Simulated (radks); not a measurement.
Task: The mean radii <r> (bohr) of the occupied orbitals of an atom or ion are listed with their occupations. Method: scalar-relativistic Kohn-Sham, PBE, spin-polarised, spherical densities, finite nucleus; Fermi nuclear charge, rms radius of each element as measured or else 0.836 A^(1/3) + 0.57 fm; computed with a radial shooting solver on a logarithmic mesh with Libxc functionals.

orbital  occ.      <r>
1s down     1  0.01932
1s up       1  0.01932
2s up       1  0.08185
2s down     1  0.08184
2p up       3  0.07292
2p down     3  0.07292
3s up       1   0.2126
3s down     1   0.2124
3p up       3   0.2123
3p down     3   0.2120
3d up       5   0.1925
3d down     5   0.1922
4s up       1   0.4700
4s down     1   0.4704
4p up       3   0.4950
4p down     3   0.4956
4d up       5   0.5200
4d down     5   0.5212
4f up       7   0.5451
4f down     1   0.5487

Name the element and its charge. Open shells, if any, are filled with parallel spins first.

Result: Z = 71, lutetium, charge +17: Lu17+ in [Kr] 4d10 4f8. The 1s radius gives Z: for a bare nucleus <r> = (2 gamma + 1)/(2Z) with gamma = sqrt(1 - (Z/c)^2), 0.01909 bohr for Z = 71, and screening makes it slightly larger (0.01932 here). The occupations add up to 54, and the charge is Z minus that.
